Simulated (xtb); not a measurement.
Species: CH$_{5}$BS$_{2}$, SMILES `CB(S)S` (charge 0, multiplicity 1).

Task: Give a relaxed geometry from GFN2-xTB (xtb 6.7.1).

Result: Several could match; the one computed here: the end point of this relaxation, one of several conformers (outside a Z-matrix the atoms follow the SMILES, hydrogens last).
Bonded distances (Å): C1–B2 1.583, C1–H5 1.089, C1–H6 1.090, C1–H7 1.090, B2–S3 1.797, B2–S4 1.794, S3–H8 1.329, S4–H9 1.329. Bond angles (°): B2–C1–H5 113.5, B2–C1–H6 111.2, B2–C1–H7 111.1, H5–C1–H6 107.2, H5–C1–H7 107.2, H6–C1–H7 106.2, C1–B2–S3 120.6, C1–B2–S4 122.6, S3–B2–S4 116.8, B2–S3–H8 97.3, B2–S4–H9 97.6.
